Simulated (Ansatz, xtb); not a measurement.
# Two isomers of CH6FSi2−

We compare I, `F[SiH2]C[SiH2-]`, a singlet, with II, `C[Si@H](F)[SiH2-]`, a singlet. Both are isolated ions in the gas phase, relaxed with PBE-D3(BJ)/def2-SVPD; the shapes shown needn't be the lowest conformers.

I (Å):

```xyz
10

C     0.5446    2.7291    0.2170
F     0.1494   -0.2219   -0.1661
Si   -0.5974    1.2821    0.2101
Si   -0.6759    4.2242    0.8027
H    -1.6413    1.3620   -0.8718
H    -1.2138    0.9889    1.5488
H     1.3699    2.6178    0.9480
H     0.9824    2.9297   -0.7806
H    -2.0004    3.4404    0.4893
H    -0.7069    3.7907    2.2992
```

II (Å):

```yaml
atoms:
  - { symbol: C, position_ang: [-1.4639, -1.6338, -1.1544] }
  - { symbol: F, position_ang: [0.4601, -3.5355, -0.3679] }
  - { symbol: Si, position_ang: [0.1738, -1.8491, -0.1796] }
  - { symbol: Si, position_ang: [0.1348, -0.8202, 1.9222] }
  - { symbol: H, position_ang: [-1.4314, -2.1614, -2.1298] }
  - { symbol: H, position_ang: [-2.3217, -2.0270, -0.5718] }
  - { symbol: H, position_ang: [-1.6510, -0.5569, -1.3425] }
  - { symbol: H, position_ang: [1.2393, -1.2913, -1.1254] }
  - { symbol: H, position_ang: [-0.8209, -1.8956, 2.5071] }
  - { symbol: H, position_ang: [1.4401, -1.5048, 2.4024] }
```

Task: Estimate E(II) − E(I) at the level CCSD(T)/def2-SVPD + ΔMP2/def2-TZVPPD.

Result: Calculated at CCSD(T)/def2-SVPD + ΔMP2/def2-TZVPPD: E(II) − E(I) = −0.267 eV, so structure II lies lower.

How the difference moves with the method:

```csv
level,geometry,E(II) − E(I) (eV),departure from the last row (eV),"job, with rough time for the two"
GFN2-xTB,GFN2-xTB,−0.355,−0.088,"optimisation, 0.12 s"
HF/STO-3G,GFN2-xTB,−0.411,−0.144,"single point, 0.24 s"
r2SCAN-D4/def2-SVPD,GFN2-xTB,−0.336,−0.069,"single point, 5.2 s"
PBE-D3(BJ)/def2-SVPD,PBE-D3(BJ)/def2-SVPD,−0.383,−0.116,"optimisation, 58 s"
HF/def2-SVPD,PBE-D3(BJ)/def2-SVPD,−0.327,−0.060,part of the CCSD(T) run
MP2/def2-SVPD,PBE-D3(BJ)/def2-SVPD,−0.255,+0.012,part of the CCSD(T) run
CCSD(T)/def2-SVPD,PBE-D3(BJ)/def2-SVPD,−0.297,−0.030,single point
CCSD(T)/def2-SVPD + ΔMP2/def2-TZVPPD,PBE-D3(BJ)/def2-SVPD,−0.267,,"single point, 54 s"
```

As drawn, II has 1 Si–Si, 1 C–H in place of 1 C–Si, 1 Si–H.

None of the levels shown reverses the order. The largest departure from CCSD(T)/def2-SVPD + ΔMP2/def2-TZVPPD is that of HF/STO-3G, 0.144 eV. The last row adds to CCSD(T) the change of the MP2 difference between the two basis sets, here +0.030 eV.

With harmonic frequencies from PBE-D3(BJ)/def2-SVPD (ideal gas, rigid rotor, one conformer each, 298.15 K, 1 atm): the zero-point term adds +0.032 eV; ΔH is −0.215 and ΔG −0.259 eV.

The correlated steps freeze 12 core orbitals. Programs: Ansatz 0.2.0, xtb 6.7.1; the last row on 2 threads of Arm Neoverse V2 on a shared host.
